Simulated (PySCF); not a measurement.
A structure optimised at PBE-D3(BJ)/def2-SVP, used in a PySCF frequency run:

```xyz
10

Si     0.5963     0.1308     0.6566
Cl     1.2778    -0.9716    -0.9635
Cl     0.8498     2.1504     0.2302
N     -1.0573    -0.3118     0.8562
Si    -2.1195    -1.1115    -0.3143
H      1.4289    -0.1538     1.8612
H     -1.5194     0.0303     1.7052
H     -3.4979    -1.0369     0.2802
H     -1.7456    -2.5517    -0.5191
H     -2.1091    -0.4161    -1.6458
```

**Question.** Write its SMILES and formula.

**Answer.** [SiH3]N[SiH](Cl)Cl, Cl2H5NSi2

**Question.** What are its rotational constants (standard atomic weights)?

**Answer.** 2.3622, 1.2820, 0.95103 GHz
